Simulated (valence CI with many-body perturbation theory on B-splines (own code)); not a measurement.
Sensitivity of CI+MBPT for Ir38+

Computed by configuration interaction combined with many-body perturbation theory (CI+MBPT): three valence electrons over a frozen Dirac-Fock core [Kr], a basis of 6 s, 6 p, 5 d, 5 f, 1 g functions for each j, with the one-electron correlation potential Σ1, the two-electron term Σ2, the three-electron term Σ3, Breit, model QED; selected CI, second order for the rest, scaled by the run's own slope (own B-spline code, finite nucleus).

The last digits are not significant, and no measured levels were compared; by estimate large intervals hold to a few tenths of a per cent, small ones and those within an open d or f shell to about a per cent. Only levels of the ground parity were solved; by the run's estimate the other parity begins above the list, which can be wrong where configurations are misplaced.

The reference run has the lowest level (4d3/2^3) J=3/2 and an ionisation energy of 1741.38 eV. Its largest variational space holds 2398 state functions.

Levels are named by their leading jj configuration (3d3/2^4 stands for four electrons in 3d with j = 3/2), which in mixed levels can hold well under half, so a name can repeat and another be missing. Letters in brackets count levels of one name in rising energy.

Changed runs:
A. QED terms on → off
B. size limit of the variational space 10000 → 6000; screening of Σ1 on → off
C. Breit term on → off
D. size limit of the variational space 10000 → 100; second order for the rest on → off (bad on purpose)

Excitation energies of the reference run in cm⁻¹, and shifts in cm⁻¹:

| Level | Reference | A | B | C | D |
| --- | --- | --- | --- | --- | --- |
| (4d3/2^2 4d5/2) J=5/2 [a] | 155498 | -483 | +216 | +3801 | -74 |
| (4d3/2^2 4d5/2) J=3/2 | 175598 | -471 | +209 | +3491 | +260 |
| (4d3/2^2 4d5/2) J=7/2 | 189213 | -496 | +221 | +4596 | +228 |
| (4d3/2^2 4d5/2) J=9/2 | 191504 | -482 | +216 | +4883 | +80 |
| (4d3/2^2 4d5/2) J=1/2 | 192959 | -478 | +212 | +3695 | -419 |
| (4d3/2^2 4d5/2) J=5/2 [b] | 263850 | -519 | +226 | +3972 | +621 |
| (4d3/2 4d5/2^2) J=7/2 [a] | 341878 | -958 | +425 | +7661 | -116 |
| (4d3/2 4d5/2^2) J=9/2 | 357239 | -973 | +433 | +8411 | +70 |
| (4d3/2 4d5/2^2) J=3/2 [a] | 371578 | -964 | +426 | +7152 | +20 |
| (4d3/2 4d5/2^2) J=1/2 | 381266 | -968 | +427 | +7345 | -308 |
| (4d3/2 4d5/2^2) J=5/2 [a] | 386795 | -941 | +416 | +7182 | +453 |
| (4d3/2 4d5/2^2) J=11/2 | 389552 | -970 | +432 | +8977 | -437 |
| Ionisation energy (eV) | 1741.38 | -0.11 | +0.21 | +1.19 | -0.08 |
